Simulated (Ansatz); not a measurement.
`F[SiH2]Cl` + `C=N` → `C=N[SiH2]F` + HCl at 298.15 K and 1 bar (ligand exchange at the Si–Cl bond).

Computed with Ansatz on PBE0-D4/def2-TZVP structures; ΔE is electronic, products minus reactants. CCSD(T)/CBS is the MP2 limit (def2-TZVPP, def2-QZVPP) plus CCSD(T) − MP2 in def2-TZVPP, frozen cores. This one scheme is used for every species. One conformer a species, not always the lowest.

| species | CCSD(T)/CBS energy (Eh) | H − E (kJ/mol) | S (J/(mol·K)) |
| --- | --- | --- | --- |
| `F[SiH2]Cl` | -849.96195 | 69.7 | 280.5 |
| `C=N` | -94.52360 | 115.3 | 227.0 |
| `C=N[SiH2]F` | -484.08456 | 149.9 | 303.3 |
| HCl | -460.38127 | 26.6 | 186.8 |

H − E and S are ideal-gas, rigid-rotor, harmonic terms from PBE0-D4/def2-TZVP, for one conformer and one mirror image of each species. 1 Eh = 2625.50 kJ/mol, R = 8.31446 J/(mol·K).

Question: By hand: ΔE, ΔH, ΔS and ΔG.

Answer: ΔE = (-484.08456) + (-460.38127) − (-849.96195) − (-94.52360) = 0.01972 Eh = 51.8 kJ/mol. Δ(H − E) = 149.9 + 26.6 − 69.7 − 115.3 = -8.5, so ΔH = 43.3 kJ/mol. ΔS = 303.3 + 186.8 − 280.5 − 227.0 = -17.4 J/(mol·K). ΔG = 43.3 − 298.15 × (-17.4)/1000 = 48.5 kJ/mol.

Question: By hand: the equilibrium constant, and the temperature at which ΔG would vanish if ΔH and ΔS stayed fixed.

Answer: log₁₀ K = −ΔG/(RT ln 10) = -8.5. ΔH and −TΔS have one sign here, so there is no such temperature.

ΔH outweighs TΔS. A doubt of 5 kJ/mol in ΔE shifts log₁₀ K by 0.9 here. Other conformers and mirror images would add mixing entropy, several J/(mol·K) or more a flexible species. These are equilibria of isolated gas molecules and say nothing of rates. Largest T1 diagnostic: 0.013 (customary marks: 0.02 for closed shells, 0.045 for open ones).
